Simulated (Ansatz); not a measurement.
Stepwise reaction of `[AlH2][SiH3]` with hydrogen chloride, as a gas-phase model of exchange steps in deposition or etching. ΔE in kJ/mol.

Computed with Ansatz on PBE0-D4/def2-TZVP structures; ΔE is electronic, products minus reactants. CBS: MP2 limit from def2 TZ/QZ plus the TZ coupled-cluster correction, frozen cores. This one scheme is used for every species. DFT in def2-TZVPP. B3LYP here is the variant with VWN-RPA as its local correlation; programs differ in this.

```csv
step,reaction,PBE-D4,B3LYP-D4,ωB97M-V,CCSD(T)/CBS
2,`[SiH3][AlH][Cl]` + HCl → `[SiH3][Al]([Cl])[Cl]` + H₂,-147.4,-149.3,-149.3,-151.0
```

Problem. Give the row of step 1, `[AlH2][SiH3]` + HCl → `[SiH3][AlH][Cl]` + H₂. (Best estimate.)

Solution. Computed: 
| step | reaction | PBE-D4 | B3LYP-D4 | ωB97M-V | CCSD(T)/CBS |
| --- | --- | --- | --- | --- | --- |
| 1 | `[AlH2][SiH3]` + HCl → `[SiH3][AlH][Cl]` + H₂ | -151.2 | -152.8 | -153.1 | -154.7 |

Problem. By hand: ΔE of the 2 steps together at CCSD(T)/CBS.

Solution. (-154.7) + (-151.0) = -305.7 kJ/mol, or -152.8 kJ/mol a step.

In ΔE the steps differ by no more than 3.7 kJ/mol. All are downhill at CCSD(T)/CBS. PBE-D4 differs from CCSD(T)/CBS by 3.5 to 3.6 kJ/mol a step. Isolated molecules leave out the surface, adducts and barriers. Largest T1 diagnostic: 0.012.
